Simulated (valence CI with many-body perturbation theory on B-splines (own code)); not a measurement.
Tm LVII: electric-dipole lines

Method: valence CI with perturbative core correlation (CI+MBPT): three valence electrons over a frozen Dirac-Fock core [Ne], a basis of 11 s, 11 p, 9 d, 7 f, 5 g, 2 h, 1 i functions for each j, with the one-electron correlation potential Σ1, the two-electron term Σ2, the three-electron term Σ3, Breit, model QED; selected CI, second order for the rest (own B-spline code, finite nucleus).

No measured spectrum was set against this ion. As an estimate, large intervals hold to a few tenths of a per cent, small ones and those within an open d or f shell to about a per cent.

Lines 151 to 200 of 256 in falling wavelength, among levels below 1163.6 eV, chosen from the strongest by gf and those to the six lowest levels. Wavelengths and rates use the calculated energies. Electric multipoles are in the length gauge, E1 and E2 with the static RPA response of the core. Weak lines are less certain than strong ones. Lines between different terms over intervals too small for the method are left out, as are lines whose strength nearly cancels. The highest levels of a list are the least certain.

Levels are named by their leading jj configuration (3d3/2^4 stands for four electrons in 3d with j = 3/2), which in mixed levels can hold well under half, so a name can repeat and another be missing. Letters in brackets count levels of one name in rising energy.

| λ vac (nm) | Upper | Lower | A (s⁻¹) | S (a.u.) |
| --- | --- | --- | --- | --- |
| 2.799 | (3p1/2 3p3/2^2) J=3/2 | (3s 3p1/2 3p3/2) J=3/2 [a] | 7.62e+11 | 3.30e-02 |
| 2.787 | (3s 3d3/2 3d5/2) J=7/2 [a] | (3s 3p1/2 3d5/2) J=5/2 [b] | 1.21e+11 | 1.03e-02 |
| 2.785 | (3s 3d3/2^2) J=3/2 | (3s 3p1/2 3d3/2) J=1/2 | 1.04e+12 | 4.44e-02 |
| 2.750 | (3s 3d3/2^2) J=5/2 | (3s 3p1/2 3d3/2) J=3/2 [b] | 1.12e+12 | 6.89e-02 |
| 2.740 | (3p1/2 3p3/2 3d5/2) J=3/2 [b] | (3s 3p1/2 3d5/2) J=5/2 [a] | 2.03e+11 | 8.26e-03 |
| 2.739 | (3p1/2 3p3/2 3d3/2) J=3/2 [b] | (3s 3p1/2 3d3/2) J=3/2 [a] | 1.40e+11 | 5.67e-03 |
| 2.736 | (3p3/2^3) J=3/2 | (3s 3p3/2^2) J=5/2 | 5.15e+11 | 2.08e-02 |
| 2.733 | (3p1/2 3p3/2 3d3/2) J=5/2 [b] | (3s 3p1/2 3d3/2) J=3/2 [a] | 3.97e+11 | 2.40e-02 |
| 2.729 | (3s 3p3/2 3d3/2) J=3/2 [a] | (3s 3p1/2 3p3/2) J=5/2 | 1.55e+11 | 6.24e-03 |
| 2.727 | (3s 3d3/2 3d5/2) J=7/2 [a] | (3s 3p1/2 3d5/2) J=7/2 | 8.55e+11 | 6.84e-02 |
| 2.719 | (3s 3p3/2 3d3/2) J=3/2 [b] | (3s 3p1/2 3p3/2) J=1/2 | 6.69e+11 | 2.66e-02 |
| 2.713 | (3p1/2 3p3/2 3d3/2) J=1/2 [b] | (3s 3p1/2 3d3/2) J=3/2 [a] | 2.87e+11 | 5.67e-03 |
| 2.712 | (3s 3p3/2 3d3/2) J=5/2 [a] | (3s 3p1/2 3p3/2) J=5/2 | 1.10e+12 | 6.51e-02 |
| 2.707 | (3p1/2 3p3/2 3d5/2) J=5/2 [a] | (3s 3p1/2 3d3/2) J=3/2 [b] | 4.17e+11 | 2.45e-02 |
| 2.707 | (3p1/2 3p3/2^2) J=1/2 | (3s 3p1/2 3p3/2) J=3/2 [a] | 1.26e+11 | 2.46e-03 |
| 2.704 | (3s 3d3/2 3d5/2) J=5/2 [a] | (3s 3p1/2 3d5/2) J=7/2 | 2.17e+11 | 1.27e-02 |
| 2.693 | (3s 3p3/2 3d3/2) J=7/2 | (3s 3p1/2 3p3/2) J=5/2 | 9.48e+11 | 7.31e-02 |
| 2.678 | (3s 3d3/2 3d5/2) J=5/2 [b] | (3s 3p1/2 3d5/2) J=3/2 | 5.53e+11 | 3.14e-02 |
| 2.666 | (3s 3p3/2 3d3/2) J=3/2 [b] | (3s 3p1/2 3p3/2) J=3/2 [b] | 1.00e+12 | 3.76e-02 |
| 2.660 | (3p1/2 3p3/2 3d3/2) J=3/2 [b] | (3p1/2^2 3p3/2) J=3/2 | 1.51e+12 | 5.59e-02 |
| 2.657 | (3s 3d3/2 3d5/2) J=3/2 [b] | (3s 3p1/2 3d5/2) J=3/2 | 9.70e+11 | 3.59e-02 |
| 2.656 | (3s 3d3/2 3d5/2) J=7/2 [a] | (3s 3p1/2 3d5/2) J=5/2 [a] | 3.41e+11 | 2.52e-02 |
| 2.656 | (3s 3p1/2 3d3/2) J=1/2 | (3s 3p1/2^2) J=1/2 | 1.37e+12 | 2.53e-02 |
| 2.654 | (3p1/2 3p3/2 3d3/2) J=5/2 [b] | (3p1/2^2 3p3/2) J=3/2 | 3.83e+11 | 2.12e-02 |
| 2.650 | (3s 3d3/2 3d5/2) J=5/2 [b] | (3s 3p1/2 3d5/2) J=5/2 [b] | 8.60e+11 | 4.74e-02 |
| 2.649 | (3s 3d3/2 3d5/2) J=7/2 [b] | (3s 3p1/2 3d5/2) J=5/2 [b] | 8.10e+11 | 5.94e-02 |
| 2.641 | (3s 3d3/2 3d5/2) J=9/2 | (3s 3p1/2 3d5/2) J=7/2 | 1.11e+12 | 1.01e-01 |
| 2.640 | (3s 3d3/2^2) J=1/2 | (3s 3p1/2 3d3/2) J=3/2 [b] | 1.54e+12 | 2.80e-02 |
| 2.636 | (3p1/2 3p3/2 3d3/2) J=1/2 [b] | (3p1/2^2 3p3/2) J=3/2 | 8.21e+11 | 1.48e-02 |
| 2.634 | (3s 3p3/2 3d3/2) J=3/2 [a] | (3s 3p1/2 3p3/2) J=3/2 [a] | 1.07e+12 | 3.85e-02 |
| 2.634 | (3s 3d3/2 3d5/2) J=5/2 [a] | (3s 3p1/2 3d5/2) J=5/2 [a] | 7.80e+11 | 4.22e-02 |
| 2.630 | (3s 3d3/2 3d5/2) J=3/2 [b] | (3s 3p1/2 3d5/2) J=5/2 [b] | 3.69e+11 | 1.33e-02 |
| 2.627 | (3s 3p1/2 3d3/2) J=3/2 [b] | (3s 3p1/2^2) J=1/2 | 1.83e+12 | 6.56e-02 |
| 2.626 | (3s 3p3/2 3d3/2) J=1/2 [a] | (3s 3p1/2 3p3/2) J=3/2 [a] | 8.87e+11 | 1.58e-02 |
| 2.619 | (3s 3p3/2 3d3/2) J=5/2 [a] | (3s 3p1/2 3p3/2) J=3/2 [a] | 4.15e+11 | 2.21e-02 |
| 2.617 | (3s 3p3/2 3d3/2) J=1/2 [b] | (3s 3p1/2 3p3/2) J=1/2 | 1.26e+12 | 2.23e-02 |
| 2.615 | (3s^2 3d3/2) J=3/2 | (3s^2 3p1/2) J=1/2 | 2.08e+12 | 7.35e-02 |
| 2.612 | (3s 3d3/2^2) J=1/2 | (3s 3p1/2 3d3/2) J=1/2 | 1.09e+12 | 1.91e-02 |
| 2.606 | (3s 3d3/2 3d5/2) J=3/2 [a] | (3s 3p1/2 3d5/2) J=5/2 [a] | 9.59e+11 | 3.35e-02 |
| 2.604 | (3s 3d3/2 3d5/2) J=1/2 | (3s 3p1/2 3d5/2) J=3/2 | 1.73e+12 | 3.01e-02 |
| 2.592 | (3s 3p3/2 3d3/2) J=5/2 [b] | (3s 3p1/2 3p3/2) J=3/2 [b] | 4.65e+11 | 2.40e-02 |
| 2.584 | (3s 3d3/2^2) J=5/2 | (3s 3p1/2 3d3/2) J=5/2 | 7.60e+11 | 3.88e-02 |
| 2.578 | (3s 3d3/2^2) J=3/2 | (3s 3p1/2 3d3/2) J=3/2 [a] | 1.08e+12 | 3.65e-02 |
| 2.568 | (3s 3p3/2 3d3/2) J=1/2 [b] | (3s 3p1/2 3p3/2) J=3/2 [b] | 1.02e+10 | 1.70e-04 |
| 2.557 | (3s 3p3/2 3d3/2) J=3/2 [b] | (3s 3p1/2 3p3/2) J=5/2 | 3.28e+08 | 1.08e-05 |
| 2.546 | (3p1/2 3p3/2 3d5/2) J=5/2 [a] | (3s 3p1/2 3d3/2) J=5/2 | 3.36e+11 | 1.64e-02 |
| 2.499 | (3s 3p3/2 3d5/2) J=5/2 [a] | (3s 3p1/2 3p3/2) J=3/2 [b] | 4.04e+10 | 1.87e-03 |
| 2.488 | (3s 3p3/2 3d3/2) J=5/2 [b] | (3s 3p1/2 3p3/2) J=5/2 | 9.08e+10 | 4.14e-03 |
| 2.478 | (3p1/2^2 3d3/2) J=3/2 | (3s^2 3p3/2) J=3/2 | 1.40e+09 | 4.20e-05 |
| 2.473 | (3s 3p3/2 3d3/2) J=3/2 [b] | (3s 3p1/2 3p3/2) J=3/2 [a] | 1.33e+10 | 3.98e-04 |
